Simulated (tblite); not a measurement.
Species: C7H16Si2.
SMILES with atom numbers: `[SiH3:1]/[CH:2]=[C:3](/[SiH3:4])[CH:5]1[CH2:6][CH2:7][CH2:8][CH2:9]1` (hydrogens: H10, H11, H12 on Si1; H13 on C2; H14, H15, H16 on Si4; H17 on C5; H18, H19 on C6; H20, H21 on C7; H22, H23 on C8; H24, H25 on C9)

Computed with GFN2-xTB (tblite), gas phase: L-BFGS steps from a force-field or distance-geometry start until the largest atomic force falls under 0.01 eV/Å.

Step 24: E = -723.4791 eV
```
atom  x, y, z in Å  |  force x, y, z in eV/Å
Si1     2.9729   -1.1867    1.0673   -0.014  -0.026   0.019
C2      2.3121    0.2190    0.0064   -0.011   0.017  -0.002
C3      1.0463    0.5165   -0.3005   -0.021  -0.006  -0.015
Si4     0.7218    2.0279   -1.3983   -0.007   0.007   0.002
C5     -0.1011   -0.3006    0.2075   -0.028  -0.003   0.005
C6     -1.0962    0.5146    1.0463   -0.015   0.014   0.004
C7     -2.4045   -0.2547    0.9048    0.008  -0.008  -0.009
C8     -2.4220   -0.6129   -0.5797    0.009   0.001  -0.001
C9     -0.9560   -0.9164   -0.9247   -0.008   0.000  -0.007
H10     4.4339   -1.0534    1.0818   -0.034  -0.035   0.022
H11     2.6076   -2.4931    0.5026    0.012   0.034   0.013
H12     2.4655   -1.1080    2.4444    0.015   0.005  -0.040
H13     3.0766    0.8685   -0.4072    0.034   0.008  -0.010
H14     1.6150    1.9424   -2.5571   -0.003   0.015  -0.008
H15     1.0266    3.2377   -0.6276   -0.003   0.008  -0.001
H16    -0.6582    2.1218   -1.8800   -0.010  -0.030   0.014
H17     0.2920   -1.1093    0.8332    0.016  -0.001  -0.005
H18    -1.2125    1.5126    0.6204    0.018   0.025  -0.003
H19    -0.7691    0.6197    2.0799    0.007  -0.012   0.008
H20    -2.3683   -1.1615    1.5109   -0.010  -0.005   0.003
H21    -3.2748    0.3288    1.2052    0.022  -0.008  -0.001
H22    -3.0796   -1.4538   -0.7984    0.010   0.004   0.006
H23    -2.7722    0.2469   -1.1535    0.010  -0.007  -0.005
H24    -0.7800   -1.9907   -0.9828   -0.009   0.000   0.015
H25    -0.6868   -0.4910   -1.8918    0.013   0.004  -0.005
```

Step 25: E = -723.4795 eV
```
atom  x, y, z in Å  |  force x, y, z in eV/Å
Si1     2.9707   -1.1870    1.0675   -0.006  -0.019   0.013
C2      2.3117    0.2193    0.0056    0.006   0.013   0.003
C3      1.0461    0.5170   -0.3013   -0.003  -0.003  -0.011
Si4     0.7204    2.0279   -1.3983   -0.010   0.021  -0.010
C5     -0.1000   -0.3000    0.2076   -0.028  -0.008  -0.002
C6     -1.0945    0.5147    1.0466   -0.018   0.013   0.003
C7     -2.4028   -0.2541    0.9042    0.002  -0.008  -0.001
C8     -2.4203   -0.6129   -0.5798    0.004   0.006   0.000
C9     -0.9545   -0.9161   -0.9239   -0.011  -0.008  -0.022
H10     4.4323   -1.0568    1.0842   -0.043  -0.033   0.021
H11     2.6039   -2.4922    0.5017    0.012   0.028   0.013
H12     2.4617   -1.1064    2.4435    0.014   0.003  -0.034
H13     3.0775    0.8679   -0.4073    0.028   0.009  -0.012
H14     1.6121    1.9420   -2.5595   -0.013   0.021   0.010
H15     1.0217    3.2381   -0.6253   -0.001  -0.004  -0.014
H16    -0.6611    2.1192   -1.8781   -0.001  -0.028   0.015
H17     0.2935   -1.1087    0.8327    0.018  -0.005   0.000
H18    -1.2103    1.5130    0.6214    0.017   0.029  -0.002
H19    -0.7660    0.6182    2.0798    0.000  -0.008   0.014
H20    -2.3679   -1.1602    1.5108   -0.007  -0.017   0.010
H21    -3.2729    0.3295    1.2035    0.011   0.001   0.004
H22    -3.0783   -1.4532   -0.7995    0.010  -0.002   0.011
H23    -2.7704    0.2468   -1.1531    0.010   0.001  -0.013
H24    -0.7778   -1.9897   -0.9824   -0.010  -0.020   0.020
H25    -0.6858   -0.4923   -1.8913    0.019   0.018  -0.017
```

Problem. Estimate the geometry and energy of step 26. (The exact step hangs on the optimiser's Hessian estimate; all steps are aligned on step 25, rigid shifts and turns removed.)

Solution. E = -723.4799 eV, largest force 0.053 eV/Å
```
atom  x, y, z in Å  |  force x, y, z in eV/Å
Si1     2.9681   -1.1875    1.0678   -0.001   0.003  -0.005
C2      2.3114    0.2198    0.0048    0.022   0.009   0.006
C3      1.0458    0.5175   -0.3024    0.018   0.001  -0.006
Si4     0.7187    2.0283   -1.3986   -0.012   0.025  -0.017
C5     -0.0994   -0.2996    0.2077   -0.013  -0.009  -0.010
C6     -1.0929    0.5152    1.0470   -0.011   0.008   0.001
C7     -2.4010   -0.2536    0.9036   -0.005  -0.006   0.008
C8     -2.4184   -0.6129   -0.5800   -0.003   0.009  -0.001
C9     -0.9531   -0.9158   -0.9235   -0.008  -0.015  -0.029
H10     4.4299   -1.0611    1.0872   -0.040  -0.030   0.019
H11     2.6002   -2.4908    0.5010    0.007   0.011   0.008
H12     2.4579   -1.1046    2.4420    0.007   0.002  -0.015
H13     3.0789    0.8674   -0.4076    0.014   0.005  -0.010
H14     1.6089    1.9420   -2.5619   -0.020   0.027   0.024
H15     1.0165    3.2386   -0.6231    0.001  -0.012  -0.025
H16    -0.6642    2.1158   -1.8758    0.004  -0.025   0.012
H17     0.2955   -1.1081    0.8322    0.014  -0.004   0.003
H18    -1.2077    1.5139    0.6224    0.014   0.024   0.004
H19    -0.7627    0.6165    2.0798   -0.010  -0.002   0.015
H20    -2.3676   -1.1591    1.5108   -0.002  -0.024   0.013
H21    -3.2707    0.3303    1.2017   -0.003   0.011   0.010
H22    -3.0766   -1.4525   -0.8005    0.008  -0.008   0.015
H23    -2.7683    0.2468   -1.1530    0.008   0.010  -0.020
H24    -0.7758   -1.9891   -0.9815   -0.011  -0.034   0.021
H25    -0.6843   -0.4932   -1.8911    0.022   0.025  -0.023
```

The energy changes by -0.0004 eV. The first-order estimate −F·Δx gives -0.0006 eV and the mean of the old and new forces, exact on a quadratic surface, -0.0004 eV. The step makes an angle of 72° with the force vector and moves no atom by more than 0.006 Å.

What follows is the cost of the whole relaxation. Time: 0.4 s. Hardware: Arm Neoverse V2, one thread, shared host.
